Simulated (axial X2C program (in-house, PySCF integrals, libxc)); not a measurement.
## Nuclear properties of OGeO

Calculated with an in-house all-electron X2C program for linear molecules (integrals from PySCF): two-component X2C with atomic mean-field Coulomb and Gaunt terms, Gaussian nuclei, basis O dyall-av3z, Ge dyall-v3z with contracted cores.

O–Ge–O held linear, with bonds 1.610 and 1.610 Å (near the PBE0 minimum at charge 0 of the determinant lowest at the starting distance; the state shown can have its own minimum elsewhere, held linear; other orders of the atoms were not compared).

Determinant lowest in the PBE0 search, Ω = 0 (closed shell), highest spinor 88% O p, 12% Ge d:

| level | qzz O (a.u.) | qzz Ge (a.u.) |
| --- | --- | --- |
| PBE0 | 1.52 | -4.62 |
| HF | 1.55 | -6.53 |
| LDA | 1.48 | -3.71 |

qzz is the electric field gradient, eQq0 = 234.96 MHz × Q/barn × qzz. The operators were transformed with the bare-nucleus X2C matrices; with these basis sets, hyperfine constants and field gradients can be off by tens of per cent, and where levels differ in sign neither size nor sign is settled.

Task: With Q(17O) = -0.02558 barn, Q(73Ge) = -0.196 barn (Q from Pyykkö, Mol. Phys. 2018), turn the PBE0 values of the first state into constants in MHz.

Result: eQq0(17O) = 234.96 × (-0.02558) × (1.52) = -9.14 MHz; eQq0(73Ge) = 234.96 × (-0.196) × (-4.62) = 213 MHz.

The molecule was held linear; bending was not examined, so a bent shape may lie lower.

Each state is one determinant with collinear spin. The search compared states at one distance, so a state with another bond length can lie lower.
